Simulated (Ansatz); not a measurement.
Reactions of C2H8AlNS, SMILES `C[N](C)[AlH][SH]`.

Computed with Ansatz on PBE0-D4/def2-TZVP structures; ΔE is electronic, products minus reactants. CCSD(T)/CBS is the MP2 limit (def2-TZVPP, def2-QZVPP) plus CCSD(T) − MP2 in def2-TZVPP, frozen cores. This one scheme is used for every species. DFT in def2-TZVPP. B3LYP here is the variant with VWN-RPA as its local correlation; programs differ in this. Elements past krypton have def2 core potentials. For Br, In, Mg, Zn outer-core shells are correlated without core-valence functions, which leaves a few kJ/mol of doubt a bond. Scalar relativity is left out up to krypton. One conformer a species, not always the lowest.

```json
{"reaction": "`C[N](C)[AlH][SH]` + H–F → `[F][AlH][SH]` + `CNC`", "ωB97X-V (kJ/mol)": "-100", "B3LYP-D4 (kJ/mol)": "-97"}
{"reaction": "`C[N](C)[AlH][SH]` + `N[Si](O)(F)Br` → `C[N](C)[Al]([SH])[Br]` + `N[SiH](O)F`", "ωB97X-V (kJ/mol)": "-69", "B3LYP-D4 (kJ/mol)": "-69"}
{"reaction": "`C[N](C)[AlH][SH]` + `[ZnH][Br]` → `[AlH2][SH]` + `C[N](C)[Zn][Br]`", "ωB97X-V (kJ/mol)": "93", "B3LYP-D4 (kJ/mol)": "98"}
{"reaction": "`C[N](C)[AlH][SH]` + CH₃NH₂ → `C[NH][AlH][SH]` + `CNC`", "ωB97X-V (kJ/mol)": "-3", "B3LYP-D4 (kJ/mol)": "-2"}
{"reaction": "`C[N](C)[AlH][SH]` + `O[SiH](Cl)Br` → `C[Si](O)(Cl)Br` + `C[NH][AlH][SH]`", "ωB97X-V (kJ/mol)": "-86", "B3LYP-D4 (kJ/mol)": "-86"}
{"reaction": "`C[N](C)[AlH][SH]` + H₂O → `[OH][AlH][SH]` + `CNC`", "ωB97X-V (kJ/mol)": "-50", "B3LYP-D4 (kJ/mol)": "-48"}
{"reaction": "`C[N](C)[AlH][SH]` + `NC#CO` → `COC#CN` + `C[NH][AlH][SH]`", "ωB97X-V (kJ/mol)": "10", "B3LYP-D4 (kJ/mol)": "9"}
{"reaction": "`C[N](C)[AlH][SH]` + `C[NH][In]([Cl])[Cl]` → `C[NH][AlH][SH]` + `C[N](C)[In]([Cl])[Cl]`", "ωB97X-V (kJ/mol)": "-2", "B3LYP-D4 (kJ/mol)": "-3"}
{"reaction": "`C[N](C)[AlH][SH]` + `C[O][Mg][OH]` → `C[O][Mg][O]C` + `C[NH][AlH][SH]`", "ωB97X-V (kJ/mol)": "27", "B3LYP-D4 (kJ/mol)": "25"}
{"reaction": "`C[N](C)[AlH][SH]` + H₂ → `[AlH2][SH]` + `CNC`", "ωB97X-V (kJ/mol)": "65", "B3LYP-D4 (kJ/mol)": "71"}
```

(1) Give the CCSD(T)/CBS values in the same order. (Estimate.)

Largest T1 diagnostic: 0.014, for `C[N](C)[In]([Cl])[Cl]`.

## Answers

(1) The calculation gave: -94, -73, 89, -2, -89, -44, 13, -5, 30, 72 kJ/mol.
